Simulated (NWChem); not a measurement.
trifluoroacetic acid (C₂HF₃O₂); SMILES O=C(O)C(F)(F)F

```xyz
8

O     -1.1026    -1.4745     0.0003
C      0.1115    -0.9423     0.0010
O      1.1444    -1.5407     0.0007
C      0.0167     0.5952     0.0004
F     -0.6533     1.0156     1.0696
F      1.2244     1.1252     0.0172
F     -0.6226     1.0145    -1.0881
H     -0.9993    -2.4394    -0.0008
```
Atoms are numbered in this order, from 1.

All runs: NWChem. Structure relaxed at the PBE0/def2-SVP level. Level: PBE0/def2-SVP with SMD (1 M gas to 1 M solution), gas-phase geometry.

| solvent | dielectric constant | solvation free energy (kcal/mol) | cavity-dispersion-structure term (kcal/mol) | dipole in solution (D) |
|---|---|---|---|---|
| water | 78.4 | -3.8 | 5.5 | 2.76 |
| tetrahydrofuran | 7.43 | -4.0 | -0.4 | ? |
| dichloromethane | 8.93 | -4.2 | 0.9 | 2.54 |
| acetone | 20.5 | -4.8 | -0.2 | 2.53 |

**Question.** Some entries are withheld; supply them.

**Answer.** 
- tetrahydrofuran, dipole in solution (D): 2.47
